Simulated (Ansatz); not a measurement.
`CS[SiH](N)[SiH3]` → `CS[Si]N` + SiH₄  (silylene formation by 1,1-elimination)

Calculated with Ansatz (gas phase, PBE0-D4/def2-TZVP geometries, no zero-point term in ΔE). CCSD(T)/CBS is the MP2 limit (def2-TZVPP, def2-QZVPP) plus CCSD(T) − MP2 in def2-TZVPP, frozen cores. This one scheme is used for every species. Functionals use def2-TZVPP. Each species was taken in one conformer, which may not be the lowest.

```json
{"level": "B2PLYP", "ΔE (kcal/mol)": "23.6"}
{"level": "PBE", "ΔE (kcal/mol)": "24.7"}
{"level": "MP2/def2-QZVPP", "ΔE (kcal/mol)": "28.7"}
{"level": "HF/CBS(def2)", "ΔE (kcal/mol)": "22.9"}
```

Q: What does CCSD(T)/CBS give? (An estimate is asked.)

A: Computed: +27.4 kcal/mol. The listed levels differ from it by -3.8, -2.7, 1.3, -4.5 kcal/mol.

Largest T1 diagnostic among the species: 0.013.

The D4 term adds +4.7 kcal/mol with B3LYP and +2.7 kcal/mol with PBE0; it sums over pairs of atoms, weighted by their polarisabilities, and B3LYP, whose exchange is more repulsive, gets the larger term. In def2-TZVPP, CCSD(T) changes the Hartree–Fock value by +3.0 kcal/mol (the triples alone add +0.2 kcal/mol) and MP2 by +4.9 kcal/mol. From PBE to PBE0 (25 % exact exchange), in def2-TZVPP and without D4, ΔE moves by +3.2 kcal/mol.

B3LYP here is the variant with VWN-RPA as its local correlation; programs differ in this.
